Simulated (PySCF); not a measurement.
## Sm⁶⁰⁺ (samarium, charge +60): Hartree-Fock from Schrödinger to Dirac-Coulomb-Breit

Occupied: 1s1/2. Hartree-Fock calculated with PySCF 2.14 in an even-tempered Gaussian basis (16 s from 14 bohr⁻², ratio 2.7; 12 p from 16 bohr⁻², ratio 2.7), Gaussian nucleus throughout. NR is non-relativistic, sf-X2C the spin-free one-electron X2C Hamiltonian, X2C adds the bare one-electron spin-orbit term, X2C-SNSO screens it by Boettger's factors, DC is four-component Dirac-Coulomb, and the Gaunt and Breit terms are added at first order (total energies over the DC spinors, levels after relaxing the spinors in that mean field). QED terms are absent. Levels marked empty are virtual spinors of this ion.

```tsv
Hamiltonian	E (hartree)
NR	-3805.1616
sf-X2C	-4019.6277
X2C	-4019.6277
X2C-SNSO	-4019.6277
DC	-4021.2803
DC+Gaunt	-4017.9424
DC+Breit	-4017.9424
```

```csv
level (eV),NR,sf-X2C,X2C,X2C-SNSO,DC,DC+Gaunt,DC+Breit
1s1/2,-51247.7,-54098.4,-54098.4,-54098.4,-54143.0,-54053.0,-54053.0
2s1/2 (empty),-12409.2,-13276.3,-13276.3,-13276.3,-13281.0,-13271.0,-13272.2
2p1/2 (empty),-12293.7,-12646.6,-13145.0,-13136.0,-13133.3,-13112.3,-13115.4
2p3/2 (empty),-12293.7,-12646.6,-12435.2,-12438.4,-12441.9,-12431.4,-12434.5
3s1/2 (empty),-5471.4,-5776.9,-5776.9,-5776.9,-5778.2,-5775.4,-5775.7
```

Task: How large are the two-electron picture-change error of X2C and the Breit correction in the total energy?

Result: X2C-1e lies 1.6527 hartree above Dirac-Coulomb; Gaunt adds 3.3379 and the full Breit term 3.3379 hartree.

```tsv
interval (eV)	X2C	X2C-SNSO	DC	DC+Gaunt	DC+Breit
2p3/2 − 2p1/2	709.8	697.5	691.5	680.9	680.9
```

Weight of the small component: 1s1/2 0.0535, 2s1/2 0.0130, 2p1/2 0.0130, 2p3/2 0.0123, 3s1/2 0.00573.

Koopmans' value for the highest occupied level at DC+Breit: 54053.0 eV, against an ionisation energy of 53986.12 ± 0.07 eV (theoretical estimate listed by NIST; NIST Atomic Spectra Database, ionization energies); the former lacks relaxation, correlation, QED and recoil.

The whole ladder took 63 s of wall time on 1 thread of Intel(R) Xeon(R) Platinum 8259CL CPU @ 2.50GHz (shared host), launched as `OMP_NUM_THREADS=1 python relrun2.py TASK.json OUT` (a driver that calls PySCF for each Hamiltonian).

Dirac-Coulomb iterations, started from the X2C spinors:

```
with_ssss True, with_gaunt False, with_breit False
light speed = 137.03599967994
init E= -3988.04680840797
cycle= 1 E= -4021.28022834376  delta_E= -33.2  |g|= 1.58  |ddm|= 0.0576
cycle= 2 E= -4021.28034769078  delta_E= -0.000119  |g|= 0.0032  |ddm|= 0.00022
cycle= 3 E= -4021.28034769177  delta_E= -9.87e-10  |g|= 5.62e-06  |ddm|= 1.37e-06
```
